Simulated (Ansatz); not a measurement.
Reaction (hydrogenolysis of the Al–Te bond): `[SiH3][CH2][AlH][TeH]` + H₂ → `[AlH2][CH2][SiH3]` + H₂Te

Calculated with Ansatz (gas phase, PBE0-D4/def2-TZVP geometries, no zero-point term in ΔE). CBS: MP2 limit from def2 TZ/QZ plus the TZ coupled-cluster correction, frozen cores. This one scheme is used for every species. DFT in def2-TZVPP. B3LYP here is the variant with VWN-RPA as its local correlation; programs differ in this. def2 core potentials past Kr. For Te outer-core shells are correlated without core-valence functions, which leaves a few kJ/mol of doubt a bond. One conformer a species, not always the lowest.

```json
{"level": "PBE-D4", "ΔE (kcal/mol)": "27.4", "difference from CCSD(T)/CBS": "-0.4"}
{"level": "B3LYP-D4", "ΔE (kcal/mol)": "25.6", "difference from CCSD(T)/CBS": "-2.2"}
{"level": "B2PLYP", "ΔE (kcal/mol)": "24.9", "difference from CCSD(T)/CBS": "-2.9"}
{"level": "PBE", "ΔE (kcal/mol)": "25.7", "difference from CCSD(T)/CBS": "-2.1"}
{"level": "B3LYP", "ΔE (kcal/mol)": "22.7", "difference from CCSD(T)/CBS": "-5.1"}
{"level": "MP2/def2-TZVPP", "ΔE (kcal/mol)": "29.1", "difference from CCSD(T)/CBS": "1.3"}
{"level": "CCSD(T)/def2-TZVPP", "ΔE (kcal/mol)": "25.9", "difference from CCSD(T)/CBS": "-1.9"}
{"level": "HF/def2-QZVPP", "ΔE (kcal/mol)": "20.5", "difference from CCSD(T)/CBS": "-7.3"}
{"level": "MP2/def2-QZVPP", "ΔE (kcal/mol)": "30.1", "difference from CCSD(T)/CBS": "2.3"}
{"level": "SCS-MP2/def2-QZVPP", "ΔE (kcal/mol)": "27.3", "difference from CCSD(T)/CBS": "-0.5"}
{"level": "CCSD(T)/CBS", "ΔE (kcal/mol)": "27.8", "difference from CCSD(T)/CBS": "0"}
```

Largest T1 diagnostic among the species: 0.011.

In def2-TZVPP, CCSD(T) changes the Hartree–Fock value by +5.2 kcal/mol (the triples alone add +1.4 kcal/mol) and MP2 by +8.4 kcal/mol. The D4 term adds +2.8 kcal/mol with B3LYP and +1.6 kcal/mol with PBE0; it sums over pairs of atoms, weighted by their polarisabilities, and B3LYP, whose exchange is more repulsive, gets the larger term.
